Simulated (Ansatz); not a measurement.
Basis sets compared for Sn₃F₂. The state is a singlet with charge 0. Geometry PBE-D4/def2-SVP. Ansatz on 4 threads of Arm Neoverse V1 on a shared host; times are rough, and most runs start from earlier orbitals.

```xyz
5

Sn    0.160    0.857   -1.757
Sn    1.804    0.458    0.619
Sn   -0.949   -0.635    0.550
F     0.762   -0.649    2.130
F    -1.778   -0.031   -1.543
```

In the def2 sets Sn takes a core potential; there is no spin–orbit coupling. The restricted singlet is unstable towards broken spin symmetry in Hartree–Fock (as tested in another run); at PBE-D4/def2-SVP, PBE-D4/def2-TZVP, PBE0-D4/def2-SVP, PBE0-D4/def2-TZVP this wasn't settled. Another isomer (singlet) lies 0.13 eV lower at PBE0-D4/def2-TZVP; other spin states weren't run for this one.

Binding counts from free atoms (Sn triplet, F doublet) in the same basis, without a counterpoise term.

```csv
level,functions,energy (Eh),HOMO (eV),LUMO (eV),binding per atom (eV),wall time
PBE-D4/def2-SVP,106,-842.3753,-4.63,-3.12,3.07,1.1 s
PBE0-D4/def2-SVP,106,-842.3732,-5.39,-2.56,2.79,1.8 s
```

(1) Estimate the rows for PBE-D4/def2-TZVP (with forces), PBE0-D4/def2-TZVP.

Results:

(1) 
| level | functions | energy (Eh) | HOMO (eV) | LUMO (eV) | binding per atom (eV) | wall time |
| --- | --- | --- | --- | --- | --- | --- |
| PBE-D4/def2-TZVP (with forces) | 212 | -842.6505 | -4.73 | -3.25 | 3.07 | 2.7 s |
| PBE0-D4/def2-TZVP | 212 | -842.6452 | -5.45 | -2.67 | 2.81 | 4.7 s |
